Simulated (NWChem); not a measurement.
Basis-set convergence for H₅BOSi

```xyz
8

B      0.5064    -1.7203     0.0000
H      1.7098    -1.5396     0.0000
H      0.0292    -2.8334     0.0000
O     -0.3371    -0.6706     0.0000
Si    -0.1019     0.9956     0.0000
H     -0.7521     1.5478    -1.2195
H      1.3579     1.3060     0.0000
H     -0.7521     1.5478     1.2195
```
Charge 0, spin multiplicity 1.

Everything below was run with NWChem. The geometry was optimised at PBE0/def2-SVP, a minimum by its harmonic frequencies. It is one conformer; others weren't searched.

Quantity: dipole moment at the level B3LYP.

B3LYP has NWChem's definition, with VWN1-RPA local correlation. The Pople sets run with spherical d functions. The structure started from a generated list of species.

The cost column gives rough processor time relative to pcseg-1; each entry includes its own SCF.

| basis | functions | dipole moment (D) | relative cost |
|---|---|---|---|
| pcseg-1 | 71 | 1.42 | 1 |
| def2-SVP | 71 | (withheld) | under 3 |
| cc-pVDZ | 71 | (withheld) | under 3 |
| 6-311G** | 92 | (withheld) | under 3 |
| def2-SVPD | 107 | 1.22 | under 3 |
| aug-cc-pVDZ | 118 | 1.20 | 6 |
| aug-pcseg-1 | 118 | 1.18 | 3 |
| def2-TZVP | 129 | 1.15 | under 3 |
| pcseg-2 | 164 | 1.22 | 6 |
| cc-pVTZ | 164 | 1.18 | 6 |

Problem. Complete the blanks.

Solution. 
- def2-SVP, dipole moment (D): 1.34
- cc-pVDZ, dipole moment (D): 1.31
- 6-311G**, dipole moment (D): 1.37
